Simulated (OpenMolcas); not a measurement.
Levels of Nb2+ by method

```
Program             : OpenMolcas 26.06
Basis               : ANO-RCC-VTZP [7s6p4d2f1g]
Scalar Hamiltonian  : DKH2, point nucleus
Active space        : 3 electrons in 6 orbitals (4d 5s)
State averaging     : 2S+1 = 4 even, 20 roots; 2S+1 = 2 even, 70 roots kept (CI in the orbitals of an earlier block)
Spin-orbit coupling : state interaction with AMFI integrals over the reference wave functions, term energies averaged over their components
```

Methods on the same reference wave functions:
A. CASSCF
B. SS-CASPT2, IPEA 0.25 Eh, imaginary shift 0.1 Eh (closed shells correlated: 4s 4p)
C. MS-CASPT2, IPEA 0.25 Eh, imaginary shift 0.1 Eh (closed shells correlated: 4s 4p)
D. XMS-CASPT2, IPEA 0.25 Eh, imaginary shift 0.1 Eh (closed shells correlated: 4s 4p)

Energies in eV above 4d³ ⁴F_3/2, the measured ground level; measured values from the list in Shadmi, J. Res. Natl. Bur. Stand. 70A, 435 (1966).

```tsv
Level	A	B	C	D	Measured
4d³ ⁴F_3/2	0.0000	0.0000	0.0000	0.0000	0.0000
4d³ ⁴F_5/2	0.0649	0.0665	0.0667	0.0666	0.0640
4d³ ⁴F_7/2	0.1495	0.1516	0.1519	0.1518	0.1459
4d³ ⁴F_9/2	0.2493	0.250	0.250	0.250	0.2404
4d³ ⁴P_3/2	1.4010	1.098	1.095	1.093	1.0672
4d³ ⁴P_1/2	1.4025	1.106	1.105	1.098	1.0742
4d³ ²G_7/2	1.4696	1.203	1.202	1.243	1.1451
4d³ ⁴P_5/2	1.5163	1.223	1.223	1.212	1.1895
4d³ ²G_9/2	1.5432	1.276	1.275	1.313	1.2156
4d³ ²P_1/2	1.7090	1.370	1.366	1.392	
4d³ ²P_3/2 [53 %]	1.7486	1.404	1.399	1.416	
4d³ ²H_9/2	2.0016	1.698	1.698	1.705	1.6014
4d³ ²H_11/2	2.0491	1.742	1.742	1.747	1.6445
4d³ ²D_3/2(1) [70 %]	2.0671	1.681	1.671	1.688	
4d³ ²D_5/2(1)	2.1010	1.702	1.698	1.705	1.6234
4d³ ²F_7/2	3.1170	2.557	2.539	2.568	2.4625
4d³ ²F_5/2	3.1242	2.564	2.556	2.583	2.4766
4d² 5s ⁴F_3/2	3.3071	3.284	3.286	3.210	3.1269
4d² 5s ⁴F_5/2	3.3693	3.346	3.347	3.271	
4d² 5s ⁴F_7/2	3.4534	3.432	3.432	3.356	
4d² 5s ⁴F_9/2	3.5587	3.539	3.540	3.464	3.3939
4d² 5s ⁴P_1/2	4.7250	4.505	4.505	4.381	4.2793
4d² 5s ²F_5/2 [60 %]	4.7604	4.181	4.241	4.157	4.1731
4d² 5s ⁴P_3/2	4.7609	4.556	4.534	4.415
```

Deviations, from unrounded energies. A percentage is the sum of absolute deviations over the sum of measured energies, with the sign that they share, or ± where signs differ.

| Against measurement | Levels | A | B | C | D |
| --- | --- | --- | --- | --- | --- |
| mean absolute deviation (cm-1) | 17 | 2700 | 580 | 590 | 500 |
| fine structure of the ground term (%) | 3 | +3.0 | +3.9 | +4.1 | +4.1 |
| other terms of the ground configuration (%) | 10 | +27.3 | +4.3 | +4.1 | +4.9 |
| other configurations (%) | 4 | +9.2 | +3.6 | +4.0 | ±1.8 |

D lies closest to measurement on these levels and A furthest from it. The largest miss of D in the table is 4d³ ²F_5/2, by +860 cm-1. The ranking rests on the paired levels alone, and a cruder setting can come out closer through cancelling errors.

Among B to D the level of the table that moves most is 4d² 5s ⁴P_3/2, by 1100 cm-1 (lowest in D, highest in B). Moves below CASPT2's spread within the term are not significant.

The mean deviations of B to D differ by less than CASPT2's widest spread within a term (1700 cm-1), so their order carries little weight.

From A to B the spin-free energies of the other terms of 4d³ shown, above ⁴F, scale by factors of 0.78 to 0.83, as is usual when dynamic correlation screens the repulsion within a d or f shell.

The lowest spin-free term lies below A's lowest term by 0.286 hartree in B, 0.286 hartree in C, 0.290 hartree in D.

CASPT2 breaks the degeneracy within a term, and the mean is taken; among the terms shown or strongly mixed into the levels shown the widest spread is 1700 cm-1 (4d³ ²G, D). Over all roots computed the reference weight is 0.86 to 0.94 in D; the roots of lowest weight are the least certain, and an intruder state may touch them. Terms from blocks run as CI alone lack orbitals of their own. Configurations are named by rounded mean occupations; where the s occupation lies near a half they are strongly mixed, a name can repeat and a true partner stay unpaired. A single d shell beside an s shell can misplace configurations of different d count against each other. The CASPT2 spread within a term exceeds the gap to the next term for 4d³ ²D(2) and 4d² 5s ²F, so the order of their levels is uncertain, and so are names and mixing where such terms share a J (figures for B; the like holds for D). Without dynamic correlation excited terms often stand tens of per cent too high (terms of higher spin than the ground term too low), and those without a measured partner can miss by more than the paired ones (holds for A). Computed and measured levels are paired by configuration, term and J; levels that our copy of the source lacks, or whose pairing is in doubt (as where it misses far off the trend of its configuration), stay unpaired and out of the deviations. Only configurations of the active space appear. Levels that lie high or do not pair safely by name in every column are left out.

A share in square brackets marks a mixed level and gives the weight of the term that names it, the lowest over the columns. A number in round brackets counts repeated terms of one configuration in the order of the reference energies.
